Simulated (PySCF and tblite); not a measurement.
The numbers below are computed, except where a source is named.
C8H12F2, numbered as in [CH3:1][C:2]1=[C:3]([F:4])[CH2:5][C@@H:6]([CH3:7])[C@@H:8]([F:9])[CH2:10]1.

Conformers came from 60 starts (ETKDG and KDG, MMFF94s, GFN2-xTB); geometries are GFN2-xTB. Weights use PBE0-D3(BJ)/6-31G* energies plus GFN2-xTB zero-point and thermal terms (modes under about 100 cm⁻¹ blended into free rotors). Symmetry numbers and mirror images are counted. Conformers within 3 kcal/mol (GFN2-xTB free energy) were kept, 10 at most. Codes: tblite and PySCF.

The 6-ring runs over atoms 2–3–5–6–8–10.

| conformer | shape | symmetry | dipole D |
| --- | --- | --- | --- |
| 1 | 6-ring half-chair (ring torsions 19, -48, 62, -43, 12, 0°) | C1 | 2.03 |
| 2 | 6-ring half-chair (ring torsions -18, 47, -64, 47, -14, 0°) | C1 | 0.22 |

(1) Which of these conformers is the most populated at 298.15 K, and with what share?

(2) Give the DFT energies and free energies relative to the lowest, and all weights.

(3) How does its share change from 180 K to 400 K?

Results:

(1) Conformer 1, about 69 %. The lead over the next is within the error of the method.

(2) 
```
conformer                                                        shape  E(DFT) kcal/mol  G(298.15 K) kcal/mol  weight %
        1   6-ring half-chair (ring torsions 19, -48, 62, -43, 12, 0°)             0.00                  0.00      68.8
        2  6-ring half-chair (ring torsions -18, 47, -64, 47, -14, 0°)             0.22                  0.47      31.2
```

(3) From 77 % to 65 %; the mixing entropy goes from 1.07 to 1.28 cal/(mol K).


Conformer gaps in 6-31G* on xTB geometries can be 2 kcal/mol off for S=O, P=O and other polar bonds.